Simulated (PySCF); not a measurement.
H2O4W, multiplicity 1. Atoms are numbered in the order given.

```xyz
7

W      0.0000     0.0000     0.0222
O      0.0000    -1.3553     1.0549
O      0.0000     1.3553     1.0549
O      1.5418     0.0000    -1.0494
H      2.4859     0.0000    -0.8648
O     -1.5418     0.0000    -1.0494
H     -2.4859     0.0000    -0.8648
```

Coordinates come from a PBE0-D3(BJ)/def2-SVP optimisation. The geometry has at least one imaginary mode, so it is a saddle point at that level. The spin state was assumed, not searched. The isomer is the one that the SMILES or the coordinates give; other isomers of the formula were not compared. The def2 effective core potentials stand for the cores of W; spin–orbit coupling is left out. One conformer was computed; it need not be the lowest.

These are PBE/def2-TZVP run with PySCF values and carry that method's errors.

Symmetry labels are those of the subgroup C2v that the program uses (full group C2v).

Computed valence orbital energies around the gap with their symmetry:
```csv
orbital,symmetry,energy (eV)
HOMO−7,B2,-10.21
HOMO−6,A1,-9.94
HOMO−5,B1,-8.89
HOMO−4,B1,-8.42
HOMO−3,A1,-8.41
HOMO−2,B2,-8.32
HOMO−1,A2,-7.94
HOMO,B2,-7.18
LUMO,A1,-2.39
LUMO+1,A2,-1.80
LUMO+2,B1,-1.36
LUMO+3,A1,-1.23
```
